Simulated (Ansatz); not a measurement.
Harmonic frequencies (cm⁻¹) at PBE0-D4/def2-TZVP from Ansatz: 232, 232, 640, 680, 680, 730, 730, 928, 942, 942, 2165, 2243, 2246, 2246, 3466.

Task: Which molecule is it?
A. `C1=C[SiH2]1`
B. `F[Si](F)(F)S`
C. `C#C[SiH3]`
D. `[SiH3][SiH2]Br`

Result: C.
